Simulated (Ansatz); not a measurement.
Mulliken charges of BBrFH₃OSi, SMILES `OB(F)[SiH2]Br` from PBE/def2-TZVPP in Ansatz (PBE0-D4/def2-TZVP geometry).

| atom | x (Å) | y (Å) | z (Å) | charge (e) |
| --- | --- | --- | --- | --- |
| O1 | 0.942 | 0.833 | 1.457 | -0.194 |
| B2 | 0.781 | -0.286 | 0.735 | 0.325 |
| F3 | 1.517 | -1.339 | 1.066 | -0.198 |
| Si4 | -0.533 | -0.401 | -0.817 | 0.143 |
| Br5 | -1.485 | 1.629 | -0.924 | -0.224 |
| H6 | 0.376 | 1.556 | 1.161 | 0.214 |
| H7 | 0.113 | -0.659 | -2.127 | -0.033 |
| H8 | -1.618 | -1.390 | -0.607 | -0.033 |

**Question.** By hand: the dipole of these point charges (1 e Å = 4.8032 D).

**Answer.** Σ q r = (0.157, -0.011, 0.174) e Å, of length 0.235 e Å = 1.13 D.

**Question.** How does the dipole of the full density compare? (Best estimate.)

**Answer.** The calculation gave: (-0.118, 0.045, -0.113) e Å, 0.81 D; the point charges give 1.40 times that, at 167° from its direction, so they point the opposite way.

Point charges leave out the atoms' own dipoles, such as those of lone pairs, and Mulliken's split depends on the basis, so the two needn't agree.
